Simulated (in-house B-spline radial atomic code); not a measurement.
**B3LYP (VWN-RPA) excitations of Ca⁸⁺**

Method: B3LYP (VWN-RPA). Computed with an all-electron radial atomic-structure program (B-spline basis): linear response of the closed shell [Ne] 3s2 with the functional's adiabatic kernel; non-relativistic, point nucleus, no spin-orbit coupling, no double excitations, S, P, D and F terms only.

Command:
```bash
python run_td.py task.json out
```
Settings (radii: box in bohr, nucleus in fm):
```
Z                        20
electrons                12
configuration            [Ne] 3s2
hamiltonian              nr
method                   b3lyp
box_radius               11.59
intervals                50
```

Run time, properties included: 0.4 s on 1 thread of Arm Neoverse N1, with other jobs on the host.

The lowest states, in the order of their Tamm-Dancoff energies; the method's threshold (minus the highest occupied level) is 179.92 eV. Labels give the largest channel, * marks a mixed state, and oscillator strengths are full-response dipole values. Semilocal kernels can invert the small singlet-triplet splittings of Rydberg terms. Energies in eV:

| state | full response | Tamm-Dancoff | oscillator strength |
| --- | --- | --- | --- |
| 3s → 3p 3P | ? | ? | - |
| 3s → 3p 1P | ? | ? | ? |
| 3s → 3d 3D | 47.34 | 47.49 | - |
| 3s → 3d 1D | 51.69 | 51.71 | - |
| 3s → 4s 3S | 92.16 | 92.17 | - |
| 3s → 4s 1S | 94.69 | 94.73 | - |
| 3s → 4p 3P | 99.97 | 99.98 | - |
| 3s → 4p 1P | 101.21 | 101.24 | 0.278 |
| 3s → 4d 3D | 110.75 | 110.76 | - |
| 3s → 4d 1D | 111.54 | 111.54 | - |

Question: Where does 3s → 3p 1P lie?

Answer: At 26.038 eV in full response, 26.914 eV in Tamm-Dancoff, oscillator strength 1.

Question: Where does 3s → 3p 3P lie?

Answer: At 16.282 eV in full response, 16.773 eV in Tamm-Dancoff.

Question: How large is the singlet-triplet splitting of 3s → 3p (P terms) in Tamm-Dancoff?

Answer: 10.1 eV, from the unrounded values.

Question: What polarisabilities and dispersion coefficient does the method give?

Answer: Dipole 1.15 bohr³, quadrupole 0.6541 bohr⁵, C6 1.028 hartree·bohr⁶ for two such species.
